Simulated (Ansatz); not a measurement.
A series at Si: from `N[Si](N)(N)O`, ligands are replaced one by one, each step taking up H–F and setting free NH₃; n counts the steps. Ansatz, PBE0-D4/def2-TZVP geometries. Each molecule was computed in one conformer, which needn't be the lowest.

| n | molecule | HOMO energy, ωB97M-V/def2-TZVPP (eV) |
| --- | --- | --- |
| 0 | `N[Si](N)(N)O` | -9.21 |
| 1 | `N[Si](N)(O)F` | -10.10 |
| 2 | `N[Si](O)(F)F` | -10.81 |
| 3 | `O[Si](F)(F)F` | ? |

By hand: fit a straight line y = ȳ + b (n − n̄) to the 3 given rows and predict n = 3.

n̄ = 1.000, ȳ = -10.040; Σ(n − n̄)(y − ȳ) = -1.600, Σ(n − n̄)² = 2.000, so b = -0.800 eV a step. Prediction: -10.040 + (-0.800) × (2.000) = -11.64 eV.

By hand: compare with the computed value, -13.20 eV, and give the steps along the whole series.

The line misses by -1.56 eV (computed minus predicted). Steps: -0.89, -0.71, -2.39 eV.

The steps differ by up to 1.68 eV without a steady trend. The highest orbital can change its character along such a series. The miss is 39.1 % of the series' range.
